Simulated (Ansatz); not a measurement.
Ansatz (a first-principles code) input (B3LYP-D3(BJ)/def2-TZVP):

Ansatz 0.2 input:
```yaml
crystal:
  periodic: [false, false, false]
  atoms:
    - {symbol: C, position_ang: [-1.99206114, 0.93668498, 0.71334976]}
    - {symbol: C, position_ang: [-0.83653982, -0.05566899, 0.57819084]}
    - {symbol: C, position_ang: [-1.31741275, -1.35957021, -0.06153589]}
    - {symbol: C, position_ang: [0.32092891, 0.57787584, -0.20120963]}
    - {symbol: C, position_ang: [1.59289906, -0.26962651, -0.22321292]}
    - {symbol: O, position_ang: [2.64970401, 0.28953086, -0.87448419]}
    - {symbol: H, position_ang: [-2.38975328, 1.20240596, -0.26982499]}
    - {symbol: H, position_ang: [-1.66916309, 1.85783580, 1.20224912]}
    - {symbol: H, position_ang: [-2.80960891, 0.51215286, 1.29931198]}
    - {symbol: H, position_ang: [-0.47417768, -0.28715970, 1.58753069]}
    - {symbol: H, position_ang: [-2.15661871, -1.77997087, 0.49577606]}
    - {symbol: H, position_ang: [-1.65353036, -1.18390456, -1.08728609]}
    - {symbol: H, position_ang: [-0.53461159, -2.11959949, -0.09194229]}
    - {symbol: H, position_ang: [0.01285001, 0.77973921, -1.23146489]}
    - {symbol: H, position_ang: [0.57441615, 1.54270908, 0.24641510]}
    - {symbol: H, position_ang: [1.88085105, -0.60408593, 0.78977277]}
    - {symbol: H, position_ang: [1.41482886, -1.21454001, -0.77815692]}
basis:
  gaussian:
    orbitals: def2-TZVP
hamiltonian:
  xc: b3lyp
  dispersion: d3bj
magnetization: {spin_polarized: true, initial_magnetization: 1}
phonons: {temperatures: {t_min: 298.15, t_max: 298.15, t_step: 100}}
```

Output:

```
Functional definition: B3LYP
integrals: 0.19 GiB planned
1535 factors; their error is unknown
0.35 GiB of the device are held for the grids
1.48 GiB of device memory are held for the factors and their scratch space
mean field: 1.75 GiB planned
mean field evaluation 1: about -7398.3566 eV, gradient 5.6e1 eV
mean field evaluation 2: about -7388.2601 eV, gradient 7.0e1 eV
mean field evaluation 4: about -7412.9105 eV, gradient 4.4e0 eV
mean field evaluation 8: about -7412.9953 eV, gradient 2.1e-1 eV
mean field evaluation 16: about -7412.9645 eV, gradient 3.0e-2 eV
mean field evaluation 32: about -7412.9648 eV, gradient 7.8e-5 eV
mean field -7412.96481030 eV, -272.4214320906 hartree, gradient 1.8e-6 eV, S^2 0.753807; 2 other end points of the search recorded, 0 dependent functions left out
the calculation of the forces begins
reference -7412.96512307 eV, -272.4214435847 hartree; 25, 24 occupied and 227, 228 virtual orbitals, 1535 factors
these checks for a lower state are left out or cut short: stability, starts, cluster_reference, orbital_swaps, neighbouring_geometries, increment
integrals: 0.19 GiB planned
1535 factors; their error is unknown
0.35 GiB of the device are held for the grids
1.48 GiB of device memory are held for the factors and their scratch space
mean field: 1.75 GiB planned
mean field -7412.96460538 eV, -272.4214245600 hartree, gradient 1.2e-6 eV, S^2 0.753807; 0 other end points of the search recorded, 0 dependent functions left out
the calculation of the forces begins
reference -7412.96491818 eV, -272.4214360549 hartree; 25, 24 occupied and 227, 228 virtual orbitals, 1535 factors
these checks for a lower state are left out or cut short: stability, starts, cluster_reference, orbital_swaps, neighbouring_geometries, increment
integrals: 0.19 GiB planned
1535 factors; their error is unknown
0.35 GiB of the device are held for the grids
1.48 GiB of device memory are held for the factors and their scratch space
mean field: 1.75 GiB planned
mean field evaluation 64: about -7412.9647 eV, gradient 2.0e-6 eV
mean field -7412.96470671 eV, -272.4214282836 hartree, gradient 1.2e-6 eV, S^2 0.753807; 0 other end points of the search recorded, 0 dependent functions left out
the calculation of the forces begins
reference -7412.96501946 eV, -272.4214397770 hartree; 25, 24 occupied and 227, 228 virtual orbitals, 1535 factors
these checks for a lower state are left out or cut short: stability, starts, cluster_reference, orbital_swaps, neighbouring_geometries, increment
integrals: 0.19 GiB planned
1535 factors; their error is unknown
0.35 GiB of the device are held for the grids
1.48 GiB of device memory are held for the factors and their scratch space
mean field: 1.75 GiB planned
mean field -7412.96468880 eV, -272.4214276254 hartree, gradient 2.9e-6 eV, S^2 0.753807; 0 other end points of the search recorded, 0 dependent functions left out
the calculation of the forces begins
reference -7412.96500153 eV, -272.4214391180 hartree; 25, 24 occupied and 227, 228 virtual orbitals, 1535 factors
these checks for a lower state are left out or cut short: stability, starts, cluster_reference, orbital_swaps, neighbouring_geometries, increment
integrals: 0.19 GiB planned
1535 factors; their error is unknown
0.35 GiB of the device are held for the grids
1.48 GiB of device memory are held for the factors and their scratch space
mean field: 1.75 GiB planned
[...]
these checks for a lower state are left out or cut short: stability, starts, cluster_reference, orbital_swaps, neighbouring_geometries, increment
integrals: 0.19 GiB planned
1535 factors; their error is unknown
0.35 GiB of the device are held for the grids
1.48 GiB of device memory are held for the factors and their scratch space
mean field: 1.75 GiB planned
mean field evaluation 768: about -7412.9648 eV, gradient 1.2e-6 eV
mean field -7412.96478257 eV, -272.4214310715 hartree, gradient 1.2e-6 eV, S^2 0.753803; 0 other end points of the search recorded, 0 dependent functions left out
the calculation of the forces begins
reference -7412.96509534 eV, -272.4214425654 hartree; 25, 24 occupied and 227, 228 virtual orbitals, 1535 factors
these checks for a lower state are left out or cut short: stability, starts, cluster_reference, orbital_swaps, neighbouring_geometries, increment
integrals: 0.19 GiB planned
1535 factors; their error is unknown
0.35 GiB of the device are held for the grids
1.48 GiB of device memory are held for the factors and their scratch space
mean field: 1.75 GiB planned
mean field -7412.96479814 eV, -272.4214316435 hartree, gradient 2.9e-6 eV, S^2 0.753812; 0 other end points of the search recorded, 0 dependent functions left out
the calculation of the forces begins
reference -7412.96511091 eV, -272.4214431379 hartree; 25, 24 occupied and 227, 228 virtual orbitals, 1535 factors
these checks for a lower state are left out or cut short: stability, starts, cluster_reference, orbital_swaps, neighbouring_geometries, increment
integrals: 0.19 GiB planned
1535 factors; their error is unknown
0.35 GiB of the device are held for the grids
1.48 GiB of device memory are held for the factors and their scratch space
mean field: 1.75 GiB planned
mean field -7412.96474076 eV, -272.4214295349 hartree, gradient 3.1e-6 eV, S^2 0.753808; 0 other end points of the search recorded, 0 dependent functions left out
the calculation of the forces begins
reference -7412.96505357 eV, -272.4214410305 hartree; 25, 24 occupied and 227, 228 virtual orbitals, 1535 factors
these checks for a lower state are left out or cut short: stability, starts, cluster_reference, orbital_swaps, neighbouring_geometries, increment
integrals: 0.19 GiB planned
1535 factors; their error is unknown
0.35 GiB of the device are held for the grids
1.48 GiB of device memory are held for the factors and their scratch space
mean field: 1.75 GiB planned
mean field -7412.96472036 eV, -272.4214287854 hartree, gradient 2.8e-6 eV, S^2 0.753806; 0 other end points of the search recorded, 0 dependent functions left out
the calculation of the forces begins
reference -7412.96503309 eV, -272.4214402780 hartree; 25, 24 occupied and 227, 228 virtual orbitals, 1535 factors
these checks for a lower state are left out or cut short: stability, starts, cluster_reference, orbital_swaps, neighbouring_geometries, increment
integrals: 0.19 GiB planned
1535 factors; their error is unknown
0.35 GiB of the device are held for the grids
1.48 GiB of device memory are held for the factors and their scratch space
mean field: 1.75 GiB planned
mean field -7412.96483185 eV, -272.4214328825 hartree, gradient 2.8e-6 eV, S^2 0.753803; 0 other end points of the search recorded, 0 dependent functions left out
the calculation of the forces begins
reference -7412.96514462 eV, -272.4214443764 hartree; 25, 24 occupied and 227, 228 virtual orbitals, 1535 factors
these checks for a lower state are left out or cut short: stability, starts, cluster_reference, orbital_swaps, neighbouring_geometries, increment
integrals: 0.19 GiB planned
1535 factors; their error is unknown
0.35 GiB of the device are held for the grids
1.48 GiB of device memory are held for the factors and their scratch space
mean field: 1.75 GiB planned
mean field evaluation 800: about -7412.9648 eV, gradient 5.7e-4 eV
mean field -7412.96475591 eV, -272.4214300918 hartree, gradient 1.2e-6 eV, S^2 0.753812; 0 other end points of the search recorded, 0 dependent functions left out
the calculation of the forces begins
reference -7412.96506869 eV, -272.4214415862 hartree; 25, 24 occupied and 227, 228 virtual orbitals, 1535 factors
these checks for a lower state are left out or cut short: stability, starts, cluster_reference, orbital_swaps, neighbouring_geometries, increment
integrals: 0.19 GiB planned
1535 factors; their error is unknown
0.35 GiB of the device are held for the grids
1.48 GiB of device memory are held for the factors and their scratch space
mean field: 1.76 GiB planned
mean field -7412.96472607 eV, -272.4214289950 hartree, gradient 1.2e-6 eV, S^2 0.753793; 0 other end points of the search recorded, 0 dependent functions left out
the calculation of the forces begins
reference -7412.96503882 eV, -272.4214404884 hartree; 25, 24 occupied and 227, 228 virtual orbitals, 1535 factors
these checks for a lower state are left out or cut short: stability, starts, cluster_reference, orbital_swaps, neighbouring_geometries, increment
integrals: 0.19 GiB planned
1535 factors; their error is unknown
0.35 GiB of the device are held for the grids
1.48 GiB of device memory are held for the factors and their scratch space
mean field: 1.75 GiB planned
mean field -7412.96475989 eV, -272.4214302380 hartree, gradient 1.2e-6 eV, S^2 0.753822; 0 other end points of the search recorded, 0 dependent functions left out
the calculation of the forces begins
reference -7412.96507268 eV, -272.4214417330 hartree; 25, 24 occupied and 227, 228 virtual orbitals, 1535 factors
these checks for a lower state are left out or cut short: stability, starts, cluster_reference, orbital_swaps, neighbouring_geometries, increment
integrals: 0.19 GiB planned
1535 factors; their error is unknown
0.35 GiB of the device are held for the grids
1.48 GiB of device memory are held for the factors and their scratch space
mean field: 1.75 GiB planned
mean field evaluation 832: about -7412.9648 eV, gradient 1.2e-6 eV
mean field -7412.96476677 eV, -272.4214304909 hartree, gradient 1.2e-6 eV, S^2 0.753803; 0 other end points of the search recorded, 0 dependent functions left out
the calculation of the forces begins
reference -7412.96507954 eV, -272.4214419850 hartree; 25, 24 occupied and 227, 228 virtual orbitals, 1535 factors
these checks for a lower state are left out or cut short: stability, starts, cluster_reference, orbital_swaps, neighbouring_geometries, increment
integrals: 0.19 GiB planned
1535 factors; their error is unknown
0.35 GiB of the device are held for the grids
1.48 GiB of device memory are held for the factors and their scratch space
mean field: 1.75 GiB planned
mean field -7412.96479466 eV, -272.4214315156 hartree, gradient 1.2e-6 eV, S^2 0.753812; 0 other end points of the search recorded, 0 dependent functions left out
the calculation of the forces begins
reference -7412.96510743 eV, -272.4214430098 hartree; 25, 24 occupied and 227, 228 virtual orbitals, 1535 factors
Total energy: -7413.55910052 eV, -272.4432718534 hartree
Atom 0 at    -1.992061     0.936685     0.713350 Å, force    -0.000005    -0.000070     0.000177 eV/Å
Atom 1 at    -0.836540    -0.055669     0.578191 Å, force    -0.000066     0.000252    -0.000377 eV/Å
Atom 2 at    -1.317413    -1.359570    -0.061536 Å, force     0.000080    -0.000183     0.000048 eV/Å
Atom 3 at     0.320929     0.577876    -0.201210 Å, force     0.000145    -0.000010     0.000169 eV/Å
Atom 4 at     1.592899    -0.269627    -0.223213 Å, force    -0.000478     0.000470     0.000352 eV/Å
Atom 5 at     2.649704     0.289531    -0.874484 Å, force     0.000518     0.000405    -0.000489 eV/Å
Atom 6 at    -2.389753     1.202406    -0.269825 Å, force    -0.000016    -0.000063    -0.000053 eV/Å
Atom 7 at    -1.669163     1.857836     1.202249 Å, force     0.000051     0.000020    -0.000022 eV/Å
Atom 8 at    -2.809609     0.512153     1.299312 Å, force    -0.000008     0.000014    -0.000012 eV/Å
Atom 9 at    -0.474178    -0.287160     1.587531 Å, force    -0.000006    -0.000023     0.000014 eV/Å
Atom 10 at    -2.156619    -1.779971     0.495776 Å, force     0.000043     0.000123     0.000069 eV/Å
Atom 11 at    -1.653530    -1.183905    -1.087286 Å, force    -0.000051    -0.000082     0.000017 eV/Å
Atom 12 at    -0.534612    -2.119599    -0.091942 Å, force    -0.000099     0.000038    -0.000066 eV/Å
Atom 13 at     0.012850     0.779739    -1.231465 Å, force     0.000065    -0.000111     0.000193 eV/Å
Atom 14 at     0.574416     1.542709     0.246415 Å, force     0.000062    -0.000004     0.000041 eV/Å
Atom 15 at     1.880851    -0.604086     0.789773 Å, force    -0.000465    -0.000346    -0.000224 eV/Å
Atom 16 at     1.414829    -1.214540    -0.778157 Å, force     0.000230    -0.000429     0.000162 eV/Å
Dipole moment:    -0.394304    -0.177635     0.207259 e Å
Vibrations: 89.30 103.58 186.86 227.65 252.88 326.14 385.42 440.22 463.49 652.98 831.33 866.86 933.15 955.57 969.76 1004.44 1054.31 1072.72 1128.46 1191.89 1197.59 1253.76 1304.22 1339.99 1362.67 1371.96 1381.84 1404.83 1424.60 1483.40 1490.56 1497.14 1505.53 1511.42 2865.48 2913.14 2989.94 3022.39 3024.09 3029.91 3065.51 3081.03 3087.16 3090.87 3093.54 cm⁻¹, zero-point energy 4.087114 eV
```

It need not be the lowest isomer of its formula.
